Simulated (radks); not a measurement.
Task: The mean radii <r> (bohr) of the occupied orbitals of an atom or ion are listed with their occupations. Method: Dirac Kohn-Sham, relativistic LDA (MacDonald-Vosko exchange, VWN5 correlation), spin-unpolarised, spherical densities, finite nucleus; Fermi nuclear charge, rms radius of each element as measured or else 0.836 A^(1/3) + 0.57 fm; computed with a radial shooting solver on a logarithmic mesh with Libxc functionals.

| orbital | occ. | <r> |
|---|---|---|
| 1s1/2 | 1 | 0.09436 |
| 2s1/2 | 1 | 0.3887 |

Name the element and its charge. Open shells, if any, fill j = l - 1/2 first.

Result: Z = 16, sulfur, charge +14: S14+ in 1s1 2s1. The 1s radius gives Z: for a bare nucleus <r> = (2 gamma + 1)/(2Z) with gamma = sqrt(1 - (Z/c)^2), 0.09332 bohr for Z = 16, and screening makes it slightly larger (0.09436 here). The occupations add up to 2, and the charge is Z minus that.
